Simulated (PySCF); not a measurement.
NICS in isomers of C5H9N3OSi.

Probes without a nucleus sit at each ring's centroid and 1 Å off its mean plane on both sides; NICS is minus the shielding there, NICSzz its component along the normal. Level: GIAO PBE0/pcSseg-1 (PySCF, non-relativistic, gas phase) on the GFN2-xTB geometries, one conformer each. Atom numbers follow the mapped SMILES.

Question: Order these rings by mean NICS(1)zz, lowest (most negative) first (ppm).
A. ring C4–N5–N6–N8–C9 in `[CH3:1][C:2](=[O:3])[c:4]1[n:5][n:6]([CH3:7])[n:8][c:9]1[SiH3:10]`
B. ring C3–N4–N5–C6–N9 in `[CH3:1][CH2:2][c:3]1[n:4][n:5][c:6]([CH:7]=[O:8])[n:9]1[SiH3:10]`
C. ring C2–N3–C4–N5–N6–C7 in `[CH3:1][c:2]1[n:3][cH:4][n:5][n:6][c:7]1[CH2:8][O:9][SiH3:10]`
D. ring C4–N5–N6–C7–N8–C9 in `[CH3:1][SiH2:2][O:3][c:4]1[n:5][n:6][cH:7][n:8][c:9]1[CH3:10]`

Answer: A (-31.6), B (-29.2), C (-26.5), D (-24.4).

```csv
SMILES,ring,NICS(0),NICS(1),NICS(1)zz,HOMA,rms pucker (Å),ring atoms with four or more neighbours
CC(=O)c1nn(C)nc1[SiH3],5-membered ring with 3 N; formal bonds all aromatic,-12.2,-13.3,-31.6,0.96,0.00,0
CCc1nnc(C=O)n1[SiH3],5-membered ring with 3 N; formal bonds all aromatic,-9.8,-11.8,-29.2,0.95,0.00,0
Cc1ncnnc1CO[SiH3],6-membered ring with 3 N; formal bonds all aromatic,-3.9,-10.9,-26.5,0.96,0.01,0
C[SiH2]Oc1nncnc1C,6-membered ring with 3 N; formal bonds all aromatic,-4.5,-10.3,-24.4,0.93,0.00,0
```

NICS(0) gives another order. The isotropic NICS(1) gives the same order. HOMA uses Krygowski's 1993 parameters. NICS(1) and NICS(1)zz are means over the two faces.
